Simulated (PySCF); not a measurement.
**Highest orbital energy against ionisation energy along the alkaline earths**

Calculated with PySCF 2.14, no spin-orbit coupling. Each cell gives −ε(HOMO) / ΔSCF in eV; NIST values include spin-orbit coupling, (s) semi-empirical, (t) theoretical.

```csv
species,UHF,LDA,PBE,PBE0,r2SCAN,NIST (lowest levels)
"Be+ (dyall-av2z, non-relativistic)",18.123 / 18.121,14.297 / 18.247,14.475 / 18.487,15.481 / 18.449,14.588 / 18.176,18.211
"Mg+ (dyall-av2z, non-relativistic)",14.736 / 14.722,11.987 / 15.351,11.894 / 15.330,12.704 / 15.226,12.050 / 15.007,15.035
"Ca+ (dyall-av2z, non-relativistic)",11.335 / 11.313,9.463 / 12.113,9.298 / 11.986,9.910 / 11.871,9.391 / 11.664,11.872
"Sr+ (dyall-av2z, non-relativistic)",10.321 / 10.294,8.739 / 11.186,8.542 / 11.019,9.092 / 10.894,8.609 / 10.688,11.030
```

How far is −ε(HOMO) from ΔSCF on average for each method, and why?

UHF 0.02 eV; LDA -3.10 eV; PBE -3.15 eV; PBE0 -2.31 eV; r2SCAN -2.72 eV. Hartree-Fock orbital energies lack relaxation and so exceed the ΔSCF value; semilocal functionals have convex E(N) from self-interaction, so their HOMO lies far too high; exact exchange moves hybrids part of the way back.
